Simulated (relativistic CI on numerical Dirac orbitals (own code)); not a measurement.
## Sensitivity of the levels of Ta48+ to α and to the nuclear radius

Calculated at this level of theory: Dirac-Coulomb-Breit CI, KLI orbitals optimised for each configuration, derivatives by finite differences, unscaled Slater integrals, QED left out (own radial code, finite nucleus).

Configurations in the expansion (outside the closed core [Ne]): 3s2.3p6.3d7, 3s2.3p5.3d8, 3s2.3p4.3d9, 3s.3p6.3d8, 3p6.3d9, 3s.3p5.3d9, 3s2.3p6.3d6.4s, 3s2.3p6.3d6.4p. Levels of other configurations are missing.

With x = (α/α₀)² − 1 an excitation energy changes as ω = ω₀ + qx; K = 2q/ω₀ is the relative enhancement. Terms are leading LS components, so labels can repeat. The field-shift factor is F = δν/δ⟨r²⟩ for the transition from the lowest level.

Lowest level 3s2.3p6.3d7 4F_9/2.

| Level | ω₀ (cm⁻¹) | q (cm⁻¹) | K | F (GHz/fm²) |
| --- | --- | --- | --- | --- |
| 3s2.3p6.3d7 2P_3/2 | 100083 | 8156 | 0.163 | -0.347 |
| 3s2.3p6.3d7 2D_5/2 | 155071 | 25010 | 0.323 | 0.912 |
| 3s2.3p6.3d7 4F_7/2 | 491870 | 528900 | 2.15 | 12.6 |
| 3s2.3p6.3d7 2H_9/2 | 548510 | 513400 | 1.87 | 12.6 |
| 3s2.3p6.3d7 4P_3/2 | 570679 | 535900 | 1.88 | 12.9 |
| 3s2.3p6.3d7 4P_5/2 | 588640 | 539900 | 1.83 | 13.1 |
| 3s2.3p6.3d7 4P_1/2 | 598969 | 529500 | 1.77 | 12.2 |
| 3s2.3p6.3d7 2H_11/2 | 616062 | 511800 | 1.66 | 13.1 |
| 3s2.3p6.3d7 2F_7/2 | 668817 | 534700 | 1.6 | 13.2 |
| 3s2.3p6.3d7 2F_5/2 | 708122 | 516400 | 1.46 | 13 |
| 3s2.3p6.3d7 2D_3/2 | 850003 | 540200 | 1.27 | 14.3 |
| 3s2.3p6.3d7 4F_5/2 | 1042975 | 1.046e+06 | 2.01 | 24.9 |
| 3s2.3p6.3d7 4P_3/2 | 1075220 | 1.054e+06 | 1.96 | 24.8 |
| 3s2.3p6.3d7 2H_9/2 | 1114676 | 1.041e+06 | 1.87 | 25.5 |
| 3s2.3p6.3d7 2P_1/2 | 1119113 | 1.056e+06 | 1.89 | 24.6 |
| 3s2.3p6.3d7 2F_7/2 | 1140191 | 1.03e+06 | 1.81 | 24.9 |
| 3s2.3p6.3d7 2D_5/2 | 1336965 | 1.049e+06 | 1.57 | 26.2 |
| 3s2.3p6.3d7 2D_3/2 | 1641260 | 1.573e+06 | 1.92 | 37.3 |
| 3s2.3p5.3d8 4G°_11/2 | 3202046 | 656400 | 0.41 | 35.1 |
| 3s2.3p5.3d8 2D°_5/2 | 3299325 | 660200 | 0.4 | 32.8 |
| 3s2.3p5.3d8 2F°_7/2 | 3307176 | 663500 | 0.401 | 32.2 |
| 3s2.3p5.3d8 4F°_9/2 | 3365898 | 656000 | 0.39 | 35.1 |
| 3s2.3p5.3d8 2P°_1/2 | 3457762 | 675600 | 0.391 | 35.7 |

At this charge energies of transitions that change n are usually good to better than 1 %, and those within a shell (Δn = 0) to a few per cent.
